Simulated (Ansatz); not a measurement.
Results of the Gaussian-basis code of Ansatz.

A structure relaxed at PBE0-D4/def2-TZVP, charge 0, multiplicity 1:

Cartesian coordinates in Å:
```
N 1.101 -1.047 0.107
Zn -0.200 0.201 0.307
S -1.721 1.668 0.740
H 0.840 -1.943 -0.278
H 1.971 -0.758 -0.316
H -1.992 1.880 -0.560
```

Give its formula and SMILES.

H3NSZn, `[NH2][Zn][SH]`.

Point group (tolerance 0.08 Å, 0.16 Å for H)?

Cs.

Summarise the bond lengths by kind.

1 × N–Zn 1.814 Å; 2 × H–N 1.010 Å; 1 × S–Zn 2.156 Å; 1 × H–S 1.344 Å.
